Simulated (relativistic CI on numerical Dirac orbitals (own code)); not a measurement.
A reference radial Dirac CI calculation of Ag III gave the lowest total energy -5307.70488 Ha in 12 SCF steps, from this input:

```
atom Ag  Z=47  charge=2  electrons=45
nucleus A=107  rms_radius_fm=4.5454
hamiltonian dirac-coulomb  breit=on  qed=on  c_scale=1
orbitals kli  potential=per-configuration
slater_scale 1
correlation none
mixing on
grid step=0.0125 r_max=49.7
scf mixing=0.4 start=green max_iterations=150 tolerance=2e-08 node_fill=0.05
configurations
  [Kr] 4d9
end
```

One setting was then changed (and the iteration limit cut to 94), and the output read:

```
SCF 1: [Kr] 4d9
 iter      energy (Ha)   residual   last orbital (Ha)
    1     -5298.685877   2.08e+00     -2.81616
    2     -5312.375863   6.33e-01     -1.59326
    3     -5313.572204   1.40e-01     -1.27972
    4     -5313.628930   8.46e-02     -1.38306
    5     -5313.648686   2.74e-02     -1.33596
    6     -5313.649291   1.65e-03     -1.30373
    7     -5313.649423   4.28e-04     -1.30514
    8     -5313.649483   8.38e-05     -1.30569
    9     -5313.649476   2.45e-06     -1.30560
   10     -5313.649476   4.89e-07     -1.30559
   11     -5313.649476   2.46e-08     -1.30560
   12     -5313.649476   1.62e-09     -1.30560
orbital energies (Ha): 3p3/2 -21.2642  3d3/2 -14.4446  3d5/2 -14.2161  4s -4.5598  4p1/2 -3.3483  4p3/2 -3.1641  4d3/2 -1.3278  4d5/2 -1.3056
configuration averages (Ha): Dirac-Coulomb, Breit, QED
  4d9                          -5313.649476    3.569476    2.383194
levels: no., configuration, term, J, E (cm-1), weight
   1 4d9                    2D   5/2              0.0  1.00
   2 4d9                    2D   3/2           3997.3  1.00
lowest total energy -5307.704092 Ha
end: converged
```

**Question.** Which setting was changed?
A. Slater scale
B. charge
C. start potential
D. SCF mixing

**Answer.** A. The Slater scale -1. This setting is bad on purpose; its numbers may not be properties of the ion.
